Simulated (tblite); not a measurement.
A tight-binding relaxation on `C=Cc1s[c]([GaH2])cc1F`.

Computed with GFN2-xTB geometry optimisation, gas phase (tblite 0.8.0). Start geometry: from a force field or distance geometry. The command runs a driver script over a list of jobs; the input below is this job's line of settings and its coordinates in Å.

Command:
```bash
OMP_NUM_THREADS=1 python probes_run.py task.json out
```

Input:
```
{"job": {"kind": "relax", "xc": "GFN2-xTB", "basis": "xTB"}, "charge": 0, "multiplicity": 1}
C     -3.251500     0.312000     0.004700
C     -2.194300     0.703600    -0.679200
C     -0.826000     0.244600    -0.360200
S      0.715800     0.684900    -1.192600
C      1.657400    -0.142100    -0.339700
Ga     3.810900    -0.356000    -0.485700
C      0.955900    -0.799200     0.599500
C     -0.374600    -0.588800     0.598000
F     -1.224200    -1.202100     1.502300
H     -3.247800    -0.364400     0.846300
H     -4.247100     0.694800    -0.285200
H     -2.401300     1.396900    -1.496500
H      4.429100     1.092200    -0.999700
H      4.745700    -0.208100     0.927900
H      1.447500    -1.460200     1.338100
```

Output:
```
step      E/eV     max force
  0    -678.03125   10.454
  1    -679.21584    2.051
  2    -679.37800    1.860
  3    -679.57263    1.547
  4    -679.81968    1.332
  5    -679.94365    1.447
  6    -680.06243    0.995
  7    -680.10718    0.486
  8    -680.13037    0.362
  9    -680.14247    0.308
... (75 lines left out)
 85    -680.22089    0.013
 86    -680.22090    0.011
 87    -680.22093    0.013
 88    -680.22095    0.014
 89    -680.22097    0.013
 90    -680.22099    0.013
 91    -680.22101    0.013
 92    -680.22104    0.016
 93    -680.22107    0.013
 94    -680.22108    0.007
```

«max force» is the largest atomic force in eV/Å.

Q: From which step on does the largest force stay under 0.1 eV/Å, and how much energy is left to gain from there?

A: From step 29 (0.098 eV/Å), 14.5 meV above the end.

Summary of the converged run: energy lowered by 50.5 kcal/mol over 94 steps; largest atomic force 0.007 eV/Å at the end.

Q: Where do the atoms end?

A: 0.321 Å rms from the input after alignment:
```
atom  x, y, z in Å
C1    -3.2454    0.2747   -0.1436
C2    -2.0945    0.6872   -0.6678
C3    -0.7848    0.2607   -0.2455
S4     0.6274    0.8810   -1.0407
C5     1.7102   -0.0411   -0.0417
Ga6    3.6698    0.1100   -0.3437
C7     0.9968   -0.7891    0.8604
C8    -0.3916   -0.6156    0.7403
F9    -1.2535   -1.2677    1.5400
H10   -3.2911   -0.4341    0.6639
H11   -4.1852    0.6412   -0.5172
H12   -2.0885    1.4015   -1.4804
H13    4.2030    1.0836   -1.4485
H14    4.6696   -0.7399    0.5158
H15    1.4533   -1.4443    1.5868
```

Time: 0.42 s wall. Hardware: an AMD EPYC 9R45 with one thread, on a shared host.
Labels such as C1 count atoms from 1, the log's own numbers from 0.
